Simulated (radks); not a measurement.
The numbers below are computed, except where a source is named.
Question: These are the eigenvalues of the occupied orbitals of an atom or ion with whole-number occupations (eV). Code: a radial shooting solver on a logarithmic mesh with Libxc functionals. Model: Dirac Kohn-Sham, PBE, spin-unpolarised, spherical densities, point nucleus.

orbital  eigenvalue
1s1/2     -91485.86
2s1/2     -19142.74
2p1/2     -18539.18
2p3/2     -16332.56
3s1/2     -6939.650
3p1/2     -6681.957
3p3/2     -6153.148
3d3/2     -5754.854
3d5/2     -5638.996

Which element is it, and in what charge state? The configuration may be excited. Open shells, if any, are shared by 2j + 1.

Answer: Z = 82, lead, charge +56: Pb56+ in [Ar] 3d8. The list shows which subshells hold electrons but not how many an open one holds; the 1s level, -3362 hartree, gives Z - s = 82.0 by -(Z - s)^2/2, which with screening and relativity narrows Z to a few neighbours, and the depths of the outer levels then fix element, charge and occupations together.
